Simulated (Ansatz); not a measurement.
ClFH4O2Si2 can be A, `O[Si@H](Cl)[Si@@H](O)F`, or B, `O[Si](O)(F)[SiH2]Cl`.

Isolated molecules relaxed with PBE0-D4/def2-TZVP in Ansatz; ΔE leaves out vibrations. CCSD(T)/CBS adds triple-zeta CCSD(T) − MP2 to the extrapolated MP2 energy (def2 sets, frozen cores). DFT in def2-TZVPP. Each species was taken in one conformer, which may not be the lowest.

**Question.** Which isomer does CCSD(T)/CBS put lower? Give the gap. (An estimate is asked.)

**Answer.** Ansatz gave: B, by 5.8 kcal/mol.

**Question.** Give E(B) − E(A) in kcal/mol with LDA (SPW92), ωB97M-V, BLYP-D4, PBE0-D4, HF/def2-TZVPP, PBE-D4, B2PLYP. (Best estimate.)

**Answer.** Computed: LDA (SPW92) -5.1, ωB97M-V -5.6, BLYP-D4 -4.6, PBE0-D4 -5.6, HF/def2-TZVPP -7.2, PBE-D4 -4.7, B2PLYP -5.5. None reverses the order clearly.

**Question.** Does the order hold for the free energy at 298.15 K (harmonic terms from PBE0-D4)? (Best estimate.)

**Answer.** Ansatz gave: Yes: G(B) − G(A) = -6.6 kcal/mol, for one conformer each. Modes under 60 cm⁻¹, often nearly free rotors, make the harmonic entropy too high.

Largest T1 diagnostic: 0.012.

In def2-TZVPP, CCSD(T) changes the Hartree–Fock value by +1.2 kcal/mol (the triples alone add +0.3 kcal/mol) and MP2 by +1.6 kcal/mol. Leaving LDA and LC-ωPBE aside and taking each functional with its dispersion term where it has one, the values, not all of them listed here, spread over 1.6 kcal/mol, from BHLYP-D4 to BLYP-D4.
